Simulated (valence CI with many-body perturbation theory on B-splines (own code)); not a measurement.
# E1 line list for Ce II

Calculated by valence CI with perturbative core correlation (CI+MBPT): three valence electrons over a frozen Dirac-Fock core [Xe], radial functions for each j: 7 s, 7 p, 7 d, 7 f, 4 g, 2 h, with the one-electron correlation potential Σ1, the two-electron term Σ2, the three-electron term Σ3, Breit, model QED; selected CI, second order for the rest, scaled by the run's own slope (own B-spline code, finite nucleus).

Against 89 measured levels this calculation errs by 839 cm⁻¹ on average and by 1676 at most. These come from a selection out of the NIST Handbook of Basic Atomic Spectroscopic Data. Levels without a partner in it may be off by more, other configurations by several thousand cm⁻¹. 1 measured level below the end of the list, from 5119 cm⁻¹ on, found no clear computed partner.

Lines 201 to 250 of 457 in falling wavelength, among levels below 20278 cm⁻¹, chosen from the strongest by gf and those to the six lowest levels. Wavelengths and rates use the calculated energies, so an error of 800 cm⁻¹ moves a line at 10640 Å by 8.5 % and its rate by three times that or more. Electric multipoles are in the length gauge, E1 and E2 with the static RPA response of the core. Weak lines are less certain than strong ones. Lines between different terms over intervals too small for the method are left out, as are lines whose strength nearly cancels and 74 of this kind that miss the measured wavelength by over 7 %. Where a level lies close to another of its J and parity, the split of strength between their lines is uncertain. The highest levels of a list are the least certain.

Names give the largest LS component (configuration and term), which can be under half, so a name can repeat, a term be missing and a line seem to break the LS rules; names also repeat where a configuration has a term twice. Letters in brackets count levels of one name in rising energy.

| λ vac (Å) | Upper | Lower | A (s⁻¹) | S (a.u.) with core polarisation | S without |
| --- | --- | --- | --- | --- | --- |
| 10640 | 4f²5d ⁴D_5/2 | 4f5d² ⁴P°_3/2 | 3.70e+05 | 1.32e+00 | 2.32e+00 |
| 10630 | 4f²5d ⁴G_9/2 [b] | 4f5d² ⁴G°_9/2 [a] | 2.66e+04 | 1.58e-01 | 3.08e-01 |
| 10620 | 4f²5d ²H_11/2 [b] | 4f5d6s ⁴H°_11/2 | 3.29e+04 | 2.33e-01 | 4.41e-01 |
| 10620 | 4f²5d ⁴G_5/2 [b] | 4f5d² ⁴G°_5/2 [b] | 1.10e+05 | 3.89e-01 | 5.17e-01 |
| 10620 | 4f²5d ⁴D_7/2 | 4f5d² ⁴P°_5/2 | 4.02e+05 | 1.90e+00 | 3.31e+00 |
| 10610 | 4f²5d ⁴D_3/2 [b] | 4f5d² ⁴P°_3/2 | 1.25e+05 | 2.95e-01 | 6.00e-01 |
| 10610 | 4f²5d ²G_7/2 [a] | 4f5d² ⁴G°_5/2 [a] | 1.75e+05 | 8.25e-01 | 1.62e+00 |
| 10610 | 4f²5d ⁴G_7/2 [c] | 4f5d6s ⁴G°_7/2 | 2.76e+05 | 1.30e+00 | 1.67e+00 |
| 10610 | 4f²5d ⁴F_9/2 [a] | 4f5d² ⁴G°_7/2 [a] | 3.33e+04 | 1.96e-01 | 3.82e-01 |
| 10600 | 4f²5d ²F_7/2 [a] | 4f5d² ²F°_7/2 [a] | 3.92e+04 | 1.85e-01 | 3.05e-01 |
| 10600 | 4f²5d ⁴G_11/2 [b] | 4f5d6s ⁴G°_11/2 | 3.13e+05 | 2.21e+00 | 2.83e+00 |
| 10600 | 4f²5d ²G_9/2 [b] | 4f5d6s ²F°_7/2 [a] | 7.11e+04 | 4.18e-01 | 7.54e-01 |
| 10560 | 4f²5d ⁴G_7/2 [b] | 4f5d² ⁴G°_7/2 [a] | 2.82e+04 | 1.31e-01 | 2.78e-01 |
| 10500 | 4f²5d ²G_7/2 [a] | 4f5d6s ²G°_7/2 [b] | 2.07e+05 | 9.48e-01 | 1.26e+00 |
| 10500 | 4f5d² ²I°_13/2 [b] | 4f²6s ⁴H_11/2 | 8.99e+04 | 7.19e-01 | 8.28e-01 |
| 10480 | 4f²5d ⁴F_5/2 [a] | 4f5d6s ²G°_7/2 [b] | 1.28e+05 | 4.35e-01 | 4.65e-01 |
| 10470 | 4f²5d ²I_13/2 | 4f5d² ⁴H°_11/2 | 4.37e+04 | 3.46e-01 | 6.26e-01 |
| 10400 | 4f5d² ²F°_5/2 [d] | 4f²6s ²F_5/2 | 3.37e+04 | 1.12e-01 | 1.50e-01 |
| 10390 | 4f²5d ⁴H_13/2 [b] | 4f5d6s ⁴H°_13/2 | 1.28e+05 | 9.90e-01 | 1.30e+00 |
| 10370 | 4f²5d ⁴G_5/2 [b] | 4f5d6s ⁴G°_5/2 | 3.09e+05 | 1.02e+00 | 1.22e+00 |
| 10350 | 4f²5d ⁴F_5/2 [a] | 4f5d6s ⁴F°_7/2 | 3.29e+04 | 1.08e-01 | 1.22e-01 |
| 10310 | 4f²6s ²F_7/2 | 4f5d² ²G°_9/2 [a] | 6.43e+03 | 2.79e-02 | 3.06e-02 |
| 10310 | 4f5d² ²G°_9/2 [e] | 4f²6s ²H_11/2 | 7.14e+04 | 3.86e-01 | 2.95e-01 |
| 10280 | 4f²5d ⁴H_7/2 [b] | 4f5d6s ⁴H°_7/2 | 5.58e+04 | 2.40e-01 | 3.65e-01 |
| 10270 | 4f²5d ⁴D_3/2 [b] | 4f5d6s ²D°_3/2 [b] | 1.35e+05 | 2.88e-01 | 3.62e-01 |
| 10240 | 4f²5d ²H_9/2 [b] | 4f5d6s ⁴H°_7/2 | 6.17e+04 | 3.28e-01 | 4.54e-01 |
| 10170 | 4f²5d ⁴P_3/2 | 4f5d² ⁴D°_5/2 [a] | 1.46e+05 | 3.04e-01 | 5.52e-01 |
| 10120 | 4f²5d ⁴H_9/2 [a] | 4f5d² ⁴H°_7/2 [b] | 7.92e+03 | 4.06e-02 | 7.33e-02 |
| 10050 | 4f²5d ²F_5/2 [b] | 4f5d² ⁴D°_7/2 [a] | 5.06e+04 | 1.52e-01 | 3.05e-01 |
| 10030 | 4f²5d ⁴D_5/2 | 4f5d6s ²D°_5/2 | 8.15e+04 | 2.44e-01 | 3.93e-01 |
| 10020 | 4f²5d ⁴F_7/2 | 4f5d² ⁴F°_5/2 [a] | 2.60e+04 | 1.03e-01 | 2.47e-01 |
| 9983 | 4f²5d ⁴P_5/2 | 4f5d² ⁴D°_5/2 [a] | 4.25e+04 | 1.25e-01 | 2.10e-01 |
| 9975 | 4f²6s ²G_9/2 | 4f5d² ⁴H°_9/2 | 1.80e+04 | 8.84e-02 | 1.26e-01 |
| 9970 | 4f²5d ²D_5/2 [a] | 4f5d6s ⁴G°_7/2 | 5.78e+04 | 1.70e-01 | 1.85e-01 |
| 9958 | 4f5d6s ²H°_9/2 | 4f²6s ²H_9/2 | 4.29e+04 | 2.09e-01 | 1.75e-01 |
| 9957 | 4f²5d ⁴D_3/2 [a] | 4f5d² ²P°_3/2 | 1.08e+05 | 2.11e-01 | 3.68e-01 |
| 9943 | 4f²5d ⁴G_9/2 [b] | 4f5d² ²G°_9/2 [b] | 1.05e+05 | 5.09e-01 | 6.49e-01 |
| 9911 | 4f²5d ²F_5/2 [a] | 4f5d² ⁴H°_7/2 [b] | 1.02e+05 | 2.94e-01 | 5.64e-01 |
| 9910 | 4f²5d ⁴H_11/2 [b] | 4f5d6s ⁴H°_11/2 | 6.92e+04 | 3.99e-01 | 4.51e-01 |
| 9871 | 4f²5d ²G_9/2 [b] | 4f5d² ⁴G°_9/2 [a] | 2.60e+04 | 1.23e-01 | 2.08e-01 |
| 9860 | 4f²5d ²G_7/2 [b] | 4f5d6s ²F°_5/2 [a] | 3.07e+04 | 1.16e-01 | 2.41e-01 |
| 9829 | 4f²5d ²D_5/2 [b] | 4f5d6s ⁴D°_5/2 | 3.55e+04 | 9.98e-02 | 1.46e-01 |
| 9812 | 4f²6s ²G_7/2 | 4f5d² ⁴H°_9/2 | 4.26e+03 | 1.59e-02 | 1.76e-02 |
| 9797 | 4f²5d ²F_7/2 [b] | 4f5d² ⁴P°_5/2 | 1.11e+05 | 4.14e-01 | 7.45e-01 |
| 9781 | 4f²5d ⁴H_9/2 [b] | 4f5d6s ⁴H°_9/2 | 7.54e+04 | 3.48e-01 | 4.19e-01 |
| 9770 | 4f²5d ⁴G_9/2 [b] | 4f5d² ⁴F°_7/2 [a] | 7.39e+04 | 3.40e-01 | 7.38e-01 |
| 9768 | 4f²5d ⁴G_11/2 [b] | 4f5d6s ⁴H°_13/2 | 4.56e+04 | 2.52e-01 | 3.28e-01 |
| 9756 | 4f²5d ⁴G_9/2 [b] | 4f5d6s ⁴H°_11/2 | 2.68e+04 | 1.23e-01 | 1.31e-01 |
| 9702 | 4f5d² ²I°_11/2 [b] | 4f²6s ⁴H_9/2 | 1.96e+05 | 1.06e+00 | 1.21e+00 |
| 9641 | 4f²5d ⁴F_9/2 [b] | 4f5d6s ⁴G°_11/2 | 9.68e+04 | 4.28e-01 | 4.14e-01 |
